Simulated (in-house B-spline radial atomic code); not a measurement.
# One electron outside the 1s2 core: Lu⁶⁸⁺

Computed with a B-spline radial code for spherical atoms, no-pair Dirac-Coulomb Hamiltonian, finite nucleus. Rungs: frozen-core Dirac-Hartree-Fock (DHF); Brueckner orbitals from the second-order correlation potential; the same with the Coulomb interaction screened by the core and the hole-particle interaction summed; Breit and QED terms from differences of relaxed Dirac-Fock atoms, where computed. Partial waves beyond l = 6 are extrapolated. The tables show a selection of states; those near core-excited levels, with erratic corrections or far from their DHF start are never shown.

Command:
```bash
python run_mb.py task.json out
```
Settings (nuclear radius in fm, box in bohr, cutoff in hartree):
```
basis_form          2
Z                   71
core_configuration  1s2
rms_radius          5.37
mass_number         175
speed_of_light      137.036
box_radius          3.061
lmax                6
intervals           57
virtual_cutoff      10082.0
```

Run time, properties included: 12 s on 1 thread of Arm Neoverse N1 (shared host).

Removal energies (eV):

```
state      DHF  second order  screened  Breit + QED    final
2s1/2  17958.7       17958.8   17958.8        -31.2  17927.7
2p1/2  17775.5       17776.1   17776.1          -29  17747.1
2p3/2  16512.8       16513.1   16513.1        -11.9  16501.2
3s1/2  7797.28       7797.34   7797.34        -9.17  7788.17
3p1/2  7747.14       7747.28   7747.28        -8.03  7739.26
3p3/2  7371.44       7371.52   7371.52        -3.54  7367.99
3d3/2  7355.61       7355.65   7355.65        -0.27  7355.38
3d5/2  7249.43       7249.46   7249.46       -0.303  7249.16
4s1/2  4316.38             ?         ?            ?        ?
4p1/2     4296       4296.06   4296.06            -        -
4p3/2  4138.56        4138.6    4138.6            -        -
4d3/2  4131.93       4131.95   4131.95       -0.164  4131.79
4d5/2  4086.88       4086.89   4086.89       -0.151  4086.74
4f5/2  4086.54             ?         ?            ?        ?
```

**Question.** What does correlation do to 4f5/2?

**Answer.** It adds 0.003237 eV to the removal energy in second order and 0.003256 eV with screening, giving 4086.54 eV before Breit and QED terms, which weren't computed for this state.

**Question.** What does correlation do to 4s1/2?

**Answer.** It adds 0.0229 eV to the removal energy in second order and 0.02302 eV with screening, giving 4316.4 eV before Breit and QED terms, which weren't computed for this state.

**Question.** How does the lowest state compare with the NIST ionisation energy?

**Answer.** 2s1/2 is bound by 17927.7 eV, without recoil; NIST lists 17928.05 ± 0.16 eV (tabulated theory), a difference of -0.35 eV.

Electric-dipole lines from 2s1/2 (reduced matrix elements in atomic units, length form, static core polarisation, sign of DHF taken positive):

```
upper      DHF  + core polarisation  + Brueckner   λ (nm)   A (s⁻¹)
2p1/2  0.05425               0.0542       0.0542   6.8645   9.2e+09
2p3/2   0.0823              0.08224      0.08224  0.86914  5.22e+12
```

Magnetic hyperfine constants per unit nuclear g factor (MHz, nucleus as a uniformly magnetised ball; they apply to isotopes with nuclear spin):

```json
{"state": "2s1/2", "DHF": "1.986e+07", "+ core polarisation": "2.008e+07", "+ Brueckner": "2.008e+07"}
{"state": "2p1/2", "DHF": "6.516e+06", "+ core polarisation": "6.562e+06", "+ Brueckner": "6.563e+06"}
{"state": "2p3/2", "DHF": "768100", "+ core polarisation": "735000", "+ Brueckner": "735100"}
{"state": "3s1/2", "DHF": "5.849e+06", "+ core polarisation": "5.908e+06", "+ Brueckner": "5.909e+06"}
{"state": "3p1/2", "DHF": "1.981e+06", "+ core polarisation": "1.991e+06", "+ Brueckner": "1.992e+06"}
{"state": "3p3/2", "DHF": "235600", "+ core polarisation": "227800", "+ Brueckner": "227800"}
```
